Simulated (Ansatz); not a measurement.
`C=C/C=[N]\[InH2]` and `C/C=[N]\[InH2]` differ in one atom or group.

Ansatz, PBE0-D4/def2-TZVP geometries, multiplicity 1. Each molecule was computed in one conformer, which needn't be the lowest.

Elements past krypton have def2 core potentials.

```
                                      property  `C=C/C=[N]\[InH2]`
             LUMO energy (PBE/def2-TZVPP) / eV               -2.29
             HOMO energy (PBE/def2-TZVPP) / eV               -5.16
            HOMO energy (PBE0/def2-TZVPP) / eV               -6.33
zero-point energy (PBE0-D4/def2-TZVP) / kJ/mol               196.8
           LUMO energy (B3LYP/def2-TZVPP) / eV               -1.70
           HOMO–LUMO gap (PBE/def2-TZVPP) / eV                2.87
```

Task: Give the same properties after the change, and the shifts. (Best estimate.)

Result: The calculation gave: 
| property | `C/C=[N]\[InH2]` | shift |
| --- | --- | --- |
| LUMO energy (PBE/def2-TZVPP) / eV | -2.07 | 0.22 |
| HOMO energy (PBE/def2-TZVPP) / eV | -5.05 | 0.11 |
| HOMO energy (PBE0/def2-TZVPP) / eV | -6.18 | 0.15 |
| zero-point energy (PBE0-D4/def2-TZVP) / kJ/mol | 181.8 | -15.0 |
| LUMO energy (B3LYP/def2-TZVPP) / eV | -1.66 | 0.04 |
| HOMO–LUMO gap (PBE/def2-TZVPP) / eV | 2.98 | 0.11 |

With PBE0 the HOMO rises by 0.15 eV and the LUMO rises by 0.05 eV, so the gap narrows by about 0.10 eV. PBE moves the HOMO by 0.11 eV and ωB97M-V by 0.17 eV. The zero-point energy changes by -15.0 kJ/mol with -3 modes.

Positive LUMOs are unbound, so they and the gaps depend on the basis.

B3LYP here is the variant with VWN-RPA as its local correlation; programs differ in this.
